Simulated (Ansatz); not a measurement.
Computed with Ansatz on PBE0-D4/def2-TZVP structures; ΔE is electronic, products minus reactants. CBS: MP2 limit from def2 TZ/QZ plus the TZ coupled-cluster correction, frozen cores. This one scheme is used for every species. Each species was taken in one conformer, which may not be the lowest.

Reaction (formal exchange of groups at the Si–Si bond): `O[SiH2][SiH2]Cl` + `C[SiH2]O` → `O[SiH2]C[SiH2]O` + `[SiH3]Cl`

```json
{"species": "`O[SiH2][SiH2]Cl`", "CCSD(T)/CBS(def2) energy (Eh)": "-1116.20195"}
{"species": "`C[SiH2]O`", "CCSD(T)/CBS(def2) energy (Eh)": "-405.96945"}
{"species": "`O[SiH2]C[SiH2]O`", "CCSD(T)/CBS(def2) energy (Eh)": "-771.48706"}
{"species": "`[SiH3]Cl`", "CCSD(T)/CBS(def2) energy (Eh)": "-750.69636"}
```

Question: Work out ΔE.

Answer: ΔE = (-771.48706) + (-750.69636) − (-1116.20195) − (-405.96945) = -0.01202 Eh = -7.5 kcal/mol.

Largest T1 diagnostic among the species: 0.011.

From PBE to PBE0 (25 % exact exchange), in def2-TZVPP and without D4, ΔE moves by −1.4 kcal/mol. The D4 term adds −1.1 kcal/mol with B3LYP and −0.6 kcal/mol with PBE0; it sums over pairs of atoms, weighted by their polarisabilities, and B3LYP, whose exchange is more repulsive, gets the larger term.

B3LYP here is the variant with VWN-RPA as its local correlation; programs differ in this.
